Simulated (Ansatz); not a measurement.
C$_{2}$H$_{9}$AlBN (`CB[NH][AlH][CH3]`), relaxed with RKS PBE-D4/def2-SVP in the Gaussian-basis code of Ansatz from a rough embedded geometry. The force threshold is 0.03 eV/Å; the program also tests the step.

Total charge 0; spin multiplicity 1.

Start:

```xyz
14

C    -2.029    0.487   -1.497
B    -0.891    0.692   -0.506
N     0.522    0.623   -1.006
Al    1.470   -0.774    0.074
C     1.475   -0.659    2.008
H    -1.692    0.220   -2.527
H    -2.686   -0.401   -1.154
H    -2.700    1.357   -1.530
H    -1.105    0.925    0.608
H     1.023    1.510   -0.751
H     2.176   -1.964   -0.775
H     0.959    0.214    2.351
H     0.948   -1.590    2.392
H     2.529   -0.640    2.313
```

Q: How much energy does the relaxation release, and in how many steps? (Best estimate.)

A: Computed: 168.43 kJ/mol, in 20 steps.

Q: Which bonds change most? (Best estimate.)

A: Computed: N3–Al4 from 2.004 to 1.830 Å; B2–N3 from 1.501 to 1.425 Å; B2–H9 from 1.157 to 1.228 Å; C1–B2 from 1.523 to 1.578 Å.

Q: Give the relaxed structure. (Estimate.)

A: The calculation gave: 
```xyz
14

C    -1.762    0.292   -1.799
B    -1.191    1.207   -0.647
N    -0.167    0.805    0.259
Al    0.774   -0.756    0.413
C     2.102   -0.896    1.849
H    -1.298   -0.709   -1.897
H    -2.857    0.155   -1.657
H    -1.667    0.819   -2.774
H    -1.652    2.337   -0.512
H     0.075    1.532    0.944
H     0.488   -1.944   -0.612
H     2.193    0.020    2.467
H     1.853   -1.738    2.530
H     3.109   -1.126    1.436
```
